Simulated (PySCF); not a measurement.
Iodine: a sound run and one with changed settings

Sound run: I [Kr] 4d10 5s2 5p5, I⁺ [Kr] 4d10 5s2 5p4. Calculation: PySCF 2.14, in aug-cc-pVDZ-PP with ECP28MDF; a scalar-relativistic core potential. The sound run starts from symmetry-adapted Hartree-Fock orbitals and uses a fine grid where one is needed.

A second run was set up differently.

```tsv
species	method	sound run (hartree)	changed run (hartree)	converged
I	UHF	-294.65373	-294.65372	no
I	LDA	-295.25653	-295.25652	no
I	B3LYP	-295.77415	-295.77414	no
I⁺	UHF	-294.30127	-294.30124	no
I⁺	LDA	-294.85932	-294.85910	no
I⁺	B3LYP	-295.38268	-295.38254	no
```

Problem. What was changed?
A. level shift left on
B. minimal basis
C. basis contracted for another Hamiltonian
D. all electrons correlated in a valence basis

Solution. A. It used initial guess atom, at most 50 SCF cycles, level shift 10.0 hartree. A level shift slows the SCF but leaves a converged energy unchanged.
